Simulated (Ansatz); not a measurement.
SiH3Br (SMILES [SiH3]Br): the energy, rung by rung

SiH3Br has 5 atoms, charge 0, and is taken as a singlet. As SMILES, `[SiH3]Br`. The shape is that of a PBE0-D4/def2-TZVP optimisation.

```xyz
5

Si   -0.1474    0.0561   -0.0432
Br    1.8530   -0.7051    0.5433
H    -1.0646   -0.1052    1.1079
H    -0.6256   -0.7313   -1.2023
H    -0.0155    1.4856   -0.4056
```

Each level gives the energy change with the Si1–H3 bond stretched from 1.481 to 3.701 Å (eV). The values are calculated.

```tsv
level	kind	program	value (eV)	less FCI/STO-3G	CPU time (all runs)
PBE/STO-3G (restricted)	GGA	Ansatz	6.60	+1.76	3.2 s
BHLYP/STO-3G (restricted)	global hybrid	Ansatz	8.39	+3.55	3.1 s
CAM-B3LYP/STO-3G (restricted)	range-separated hybrid	Ansatz	8.11	+3.27	3.4 s
MP2/STO-3G (restricted)	perturbation theory	Ansatz	6.23	+1.39	0.61 s
CCSD/STO-3G (restricted)	coupled cluster or CI	Ansatz	5.01	+0.17	0.75 s
CCSDT/STO-3G (restricted)	coupled cluster or CI	Ansatz	4.85	+0.01	1.9 s
CCSDTQ/STO-3G (restricted)	coupled cluster or CI	Ansatz	4.84	0.00	82 s
FCI/STO-3G	exact in the basis	Ansatz	4.84	0.00	9.9 s
```

FCI/STO-3G is exact within its basis and frozen core, so for wave-function methods in that basis the difference is their error; functionals converge differently with the basis, so for them it is only a difference. All-electron rows without a relativistic Hamiltonian named are non-relativistic. The first shape isn't each level's own minimum. The values span 4.84 to 8.39 eV. All rows use very small basis sets, so none should be taken for the real molecule's value. In the correlated wave-function rows the outer d shell of Br is correlated, in sets not made for it. Times are those of the runs behind each value, whatever else they computed, on shared processors of several kinds: orders of magnitude only.
